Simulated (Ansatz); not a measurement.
Stepwise reaction of `Br[Si]Br` with water, as a gas-phase model of exchange steps in deposition or etching. ΔE in kJ/mol; ΔG adds harmonic PBE0-D4 terms to CCSD(T)/CBS, at 1 bar.

Isolated molecules relaxed with PBE0-D4/def2-TZVP in Ansatz; ΔE leaves out vibrations. CBS: MP2 limit from def2 TZ/QZ plus the TZ coupled-cluster correction, frozen cores. This one scheme is used for every species. Functionals use def2-TZVPP. B3LYP here is the variant with VWN-RPA as its local correlation; programs differ in this. For Br outer-core shells are correlated without core-valence functions, which leaves a few kJ/mol of doubt a bond. Scalar relativity is left out up to krypton. One conformer a species, not always the lowest.

| step | reaction | PBE-D4 | B3LYP-D4 | ωB97M-V | CCSD(T)/CBS | ΔG(400 K) |
| --- | --- | --- | --- | --- | --- | --- |
| 1 | `Br[Si]Br` + H₂O → `O[Si]Br` + HBr | -9.4 | -18.8 | -23.1 | -14.7 | -20.8 |

(1) Give the row of step 2, `O[Si]Br` + H₂O → `O[Si]O` + HBr. (Best estimate.)

(2) By hand: ΔE of the 2 steps together at CCSD(T)/CBS.

Results:

(1) The calculation gave: 
```tsv
step	reaction	PBE-D4	B3LYP-D4	ωB97M-V	CCSD(T)/CBS	ΔG(400 K)
2	`O[Si]Br` + H₂O → `O[Si]O` + HBr	3.8	-3.9	-6.3	-3.6	-6.7
```

(2) (-14.7) + (-3.6) = -18.3 kJ/mol, or -9.2 kJ/mol a step.

In ΔE each step is higher than the one before. ΔG lies between -20.8 and -6.7 kJ/mol a step. PBE-D4 differs from CCSD(T)/CBS by 5.3 to 7.4 kJ/mol a step. Isolated molecules leave out the surface, adducts and barriers. Largest T1 diagnostic: 0.015.
